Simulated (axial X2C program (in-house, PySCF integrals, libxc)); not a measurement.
## MoSe at several levels of theory

All values were computed with an axial X2C code built on PySCF integrals. Spin-free means the one-electron spin-free X2C Hamiltonian; two-component (2c) means X2C with spin–orbit coupling and atomic mean-field two-electron Coulomb and Gaunt terms, so the difference of the two also holds small scalar two-electron terms. Basis: Mo dyall-cv3z [11s12p9d5f3g], Se dyall-cv3z [8s9p6d4f1g] (cores contracted in-house); Gaussian nuclei, density fitting, unrestricted open shells. Masses: Mo 97.905 u, Se 79.917 u.

Input:
```json
{"zs": [42, 34], "q": 0, "bas": ["dyall-cv3z", "dyall-cv3z"], "levels": ["PBE0", "HF", "TPSSh"], "cc": true, "r0": 2.28, "thr": -2.0, "nmax": 110, "npts": 10, "nst": 2, "ntry": 8}
```
```bash
python so2c.py task.json out
```

Keys: zs atomic numbers; q charge; bas basis sets; levels methods; cc coupled cluster on or off; r0 starting distance in Å; thr threshold in hartree for freezing inner shells (an s shell follows its p shell); nmax most natural virtual spinors; npts points on the curve; nst determinants followed; ntry starts of the search. HF also brings MP2.

State, spin-free: M_S = 2, Λ = 1 (beyond evenly filled blocks: σα, π+α, δ+α, δ-α); electrons by block: σα: 17, σβ: 16, π+α: 9, π+β: 8, π-α: 8, π-β: 8, δ+α: 3, δ+β: 2, δ-α: 3, δ-β: 2. Fragments: Mo + Se.

State, 2c: Ω = 1 (⟨Sz⟩ = 2.00, ⟨Lz⟩ = -1.00 at PBE0); electrons by block: 1/2: 25, -1/2: 25, 3/2: 10, -3/2: 11, 5/2: 3, -5/2: 2. Fragments: Mo + Se.

```tsv
Hamiltonian	level	Re (Å)	ωe (cm⁻¹)	ωexe (cm⁻¹)	De (eV)	k (mdyn/Å)	μ (D)
spin-free	PBE0	2.277	310.8	1.39	3.04	2.5	-4.30
spin-free	HF	2.541	210.6	0.653	1.05	1.15	-5.68
spin-free	TPSSh	2.272	327.9	1.27	3.33	2.79	-4.12
2c	PBE0	2.282	307.0	1.34	3.06	2.44	-4.26
2c	HF	2.542	210.4	0.66	n/a	1.15	-5.66
2c	TPSSh	2.276	324.6	1.26	n/a	2.73	-4.08
```

Dipoles are positive if Se is the positive end.

The state is one determinant whose occupation by symmetry is held fixed; it was picked as the lowest of a PBE0 search that is not exhaustive. Dissociation energies refer to the lowest single-determinant-based atoms at the same level and basis. De is not given where an atomic determinant may have missed its ground term or J level, or where the truncated virtual space spoils (T). Density functionals use the spin component along the axis (collinear). Without a current term, density functionals place determinants with orbital angular momentum somewhat too high. With several unpaired electrons one determinant need not be a pure state. Open-shell Ω = 0 determinants with evenly filled partner blocks cannot be reached by this program, so the Ω shown need not be the lowest component. The determinant is spin-polarised beyond a pure state at some levels (its spin-free form has ⟨S²⟩ too high), which makes Re and μ there less reliable.

No reliable constants came from MP2 (2c), MP2 (spin-free): no minimum in range, unconverged points, a curve that is not smooth, a change of character along it, or the two Hamiltonians disagreeing along it.

Rough cost a point (2c) on 1 thread(s) of a shared host, integrals apart: PBE0 1.9 s, HF 1.7 s, TPSSh 2.6 s.

The whole task took 9 min on 1 thread of Arm Neoverse V1, with other jobs on the host.
